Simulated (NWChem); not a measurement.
System: Si$_{2}$NH$_{6}$, doublet; SMILES [SiH2]N[SiH3]

```xyz
9

Si    -0.1488    -1.6253    -0.0730
N      0.6092    -0.0549     0.0150
Si    -0.1346     1.5255    -0.0123
H     -1.5116    -1.5032     0.5390
H      0.6841    -2.6148     0.6916
H      1.6192    -0.0639    -0.1129
H     -1.5683     1.3474     0.3579
H     -0.0613     2.1856    -1.3545
H      0.5406     2.4302     0.9684
```
Atoms are numbered in this order, from 1.

Program: NWChem. Spin-unrestricted. All runs use the structure optimised with PBE0/def2-SVP, spin-unrestricted. No stability test was run on the SCF state. Total energies compare along this basis series because the functional is fixed.

| level | basis functions | energy (Ha) | highest occupied level (eV) | lowest empty minus highest occupied level, either spin (eV) | dipole (D) |
|---|---|---|---|---|---|
| PBE0/STO-3G | 29 | -629.5566 | ___ | ___ | ___ |
| PBE0/def2-SVP | 80 | -636.7850 | -5.46 | 3.58 | 1.01 |
| PBE0/def2-SVPD | 116 | -636.7944 | -5.55 | 3.58 | 1.01 |
| PBE0/def2-TZVP | 141 | -637.0580 | -5.56 | 3.61 | 1.05 |
| PBE0/def2-TZVPD | 177 | -637.0592 | -5.59 | 3.59 | 1.01 |
| PBE0/def2-TZVPP | 199 | -637.0599 | -5.57 | 3.61 | 1.02 |

Question: Some entries are withheld; supply them.

Answer: 
- PBE0/STO-3G, highest occupied level (eV): -1.81
- PBE0/STO-3G, lowest empty minus highest occupied level, either spin (eV): 3.89
- PBE0/STO-3G, dipole (D): 0.97
